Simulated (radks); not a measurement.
Results of a calculation; reference values are marked as such.
Ionisation of Zr, [Kr] 4d2 5s2, to Zr+, [Kr] 4d2 5s1, under several functionals. Scalar-relativistic Kohn-Sham, spin-polarised, spherical densities, finite nucleus; open shells are filled with parallel spins first (spin-orbit coupling, left out, can overturn this in heavy ions); a radial shooting solver on a logarithmic mesh with Libxc functionals.

functional                                        E(Zr) (hartree)  Exc (hartree)  IE (eV)  -e(HOMO) (eV)  <r> HOMO (bohr)  IE error (eV)
PBE                                                   -3598.51063     -113.91773    6.438          4.047            3.828         -0.196
exchange-only r2SCAN                                  -3597.06995     -112.32452    5.104          3.306            4.165         -1.531
LDA (Slater exchange, Perdew-Zunger correlation)      -3594.57273     -109.93128    6.754          4.121            2.265         +0.120
LDA (Slater exchange, VWN5 correlation)               -3594.59107     -109.95033    6.720          4.153            2.262         +0.085
revPBE                                                -3598.70239     -114.11369    6.341          3.985            3.856         -0.293
XLYP                                                  -3599.42962     -114.84257    6.635          3.822            2.267         +0.001

NIST Atomic Spectra Database: 6.634 eV (measured). Closest: XLYP. The Delta-SCF values span 1.65 eV, the total energies 4.86 hartree. The highest occupied level is 5s. Open shells are spherical and high-spin; term and fine-structure splittings are not resolved.
